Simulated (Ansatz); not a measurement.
Single points on VOF₃.

```yaml
crystal:
  periodic: [false, false, false]
  atoms:
    - {symbol: V, position_ang: [0.000088, -0.000138, 0.014015]}
    - {symbol: O, position_ang: [0.008494, -0.015165, 1.545875]}
    - {symbol: F, position_ang: [1.609684, 0.009104, -0.528778]}
    - {symbol: F, position_ang: [-0.812523, 1.399529, -0.501840]}
    - {symbol: F, position_ang: [-0.805743, -1.393331, -0.529273]}
basis:
  gaussian: {orbitals: def2-TZVP, initial_orbitals: start.molden}
hamiltonian: {xc: {name: PBE-QIDH}}
scf: {omitted_lower_state_checks: [starts]}
```

The file start.molden holds the orbitals of an earlier run on this structure, at another level or in another basis.

```sh
$ ansatz run in.yaml --threads 4 --pin off --events-out ev --progress --plain --max-ram 3916MiB
```

Output, abridged:

```
Functional definition: PBE-QIDH
1219 factors; integrals over basis functions are off by at most 1.1e-3 eV
mean field evaluation 1: about -35857.1336 eV, gradient 2.3e1 eV
mean field evaluation 2: about -35857.8182 eV, gradient 1.3e0 eV
mean field evaluation 4: about -35858.0428 eV, gradient 3.3e-2 eV
mean field evaluation 8: about -35858.0429 eV, gradient 2.1e-6 eV
mean field -35858.04285860 eV, -1317.7587695993 hartree, gradient 3.2e-6 eV, S^2 0.000000; 0 other end points of the search recorded, 0 dependent functions left out
9 core orbitals not correlated: weight in the atoms' cores, before any rotation towards them, 1.000 or more for the frozen orbitals, at most 0.000 for the correlated occupied ones
reference -35858.04286851 eV, -1317.7587699635 hartree; 20, 20 occupied and 140, 140 virtual orbitals, 1219 factors
second order -49.80192376 eV of doubles, -0.00000000 eV of singles
Total energy: -35874.64350977 eV, -1318.3688322773 hartree
Checks for a lower state left out: starts
```

Run time 3.6 s (4 threads of Arm Neoverse V1 on a shared host).

As the first input, with `gaussian: {orbitals: def2-TZVPP, initial_orbitals: start.molden}`, `correlation: {method: ccsd_t}`, `output: {orbitals: {seedname: orbitals}}` and without the key `hamiltonian` (abridged; 38 s):

```
Functional definition: HF
mean field -35818.07827206 eV, -1316.2900981329 hartree, gradient 7.9e-6 eV, S^2 0.000000
9 core orbitals not correlated: weight in the atoms' cores, before any rotation towards them, 1.000 or more for the frozen orbitals, at most 0.000 for the correlated occupied ones
second order -44.49976304 eV of doubles, -0.00000000 eV of singles
cycle   1  -37.72333527 eV  change     6.8e0 eV  update   4.6e-1
cycle   2  -41.39154967 eV  change    -3.7e0 eV  update   5.0e-1
cycle   3  -41.83051095 eV  change   -4.4e-1 eV  update   8.1e-2
cycle   4  -41.87850146 eV  change   -4.8e-2 eV  update   4.7e-2
cycle   5  -41.81636933 eV  change    6.2e-2 eV  update   1.6e-2
cycle   6  -41.81773524 eV  change   -1.4e-3 eV  update   6.2e-3
cycle   7  -41.82030909 eV  change   -2.6e-3 eV  update   4.0e-3
cycle   8  -41.81790549 eV  change    2.4e-3 eV  update   2.3e-3
cycle   9  -41.81706399 eV  change    8.4e-4 eV  update   8.5e-4
cycle  10  -41.81863250 eV  change   -1.6e-3 eV  update   4.4e-4
cycle  11  -41.81852981 eV  change    1.0e-4 eV  update   2.3e-4
cycle  12  -41.81815973 eV  change    3.7e-4 eV  update   1.3e-4
cycle  13  -41.81822433 eV  change   -6.5e-5 eV  update   5.5e-5
cycle  14  -41.81828912 eV  change   -6.5e-5 eV  update   3.0e-5
cycle  15  -41.81824769 eV  change    4.1e-5 eV  update   1.3e-5
perturbative correction -2.52961013 eV, -0.0929614577 hartree
Total energy: -35862.42612989 eV, -1317.9198518479 hartree
Checks for a lower state left out: starts
```

The first input with `gaussian: {orbitals: def2-SVP, initial_orbitals: start.molden}`, `hamiltonian: {xc: pbe, dispersion: d4}`, `output: {orbitals: {seedname: orbitals}}` (abridged; 0.75 s):

```
Functional definition: PBE
mean field -35864.83646811 eV, -1318.0084301439 hartree, gradient 2.1e-5 eV, S^2 0.000000
Total energy: -35864.92777903 eV, -1318.0117857580 hartree
Checks for a lower state left out: starts
```

The first input with `gaussian: {orbitals: def2-SVP, initial_orbitals: start.molden}`, `hamiltonian: {xc: pbe0, dispersion: d4}`, `output: {orbitals: {seedname: orbitals}}` (abridged; 1.1 s):

```
Functional definition: PBE0
mean field -35863.29839602 eV, -1317.9519070371 hartree, gradient 2.1e-5 eV, S^2 0.000000
Total energy: -35863.37436252 eV, -1317.9546987544 hartree
Checks for a lower state left out: starts
```

First input, but with `hamiltonian: {xc: {name: B3LYP}, dispersion: d4}`, `output: {orbitals: {seedname: orbitals}}` (abridged; 1.9 s):

```
Functional definition: B3LYP
mean field -35895.82355649 eV, -1319.1471846381 hartree, gradient 4.9e-5 eV, S^2 0.000000
Total energy: -35895.97238692 eV, -1319.1526540554 hartree
Checks for a lower state left out: starts
```

As the first input, with `hamiltonian: {xc: lda}`, `output: {orbitals: {seedname: orbitals}}` (abridged; 0.75 s):

```
Functional definition: SPW92
mean field -35772.90078684 eV, -1314.6298561732 hartree, gradient 1.2e-5 eV, S^2 0.000000
Total energy: -35772.90082527 eV, -1314.6298575857 hartree
Checks for a lower state left out: starts
```

First input, but with `correlation: {method: mp2}`, `output: {orbitals: {seedname: orbitals}}` and without the key `hamiltonian` (abridged; 1.8 s):

```
Functional definition: HF
mean field -35817.83286968 eV, -1316.2810797615 hartree, gradient 7.5e-6 eV, S^2 0.000000
9 core orbitals not correlated: weight in the atoms' cores, before any rotation towards them, 1.000 or more for the frozen orbitals, at most 0.000 for the correlated occupied ones
second order -42.92068740 eV of doubles, -0.00000000 eV of singles
Total energy: -35860.75355708 eV, -1317.8583859309 hartree
Checks for a lower state left out: starts
```

Geometry: PBE0-D4/def2-SVP.

B3LYP takes the VWN-RPA correlation. Correlated methods freeze 9 core orbitals; core or outer-core shells of V are correlated, in sets that lack core-valence functions. At PBE-QIDH/def2-TZVP, CCSD(T)/def2-TZVPP, MP2/def2-TZVP the test of the restricted singlet for broken spin symmetry was undecided.
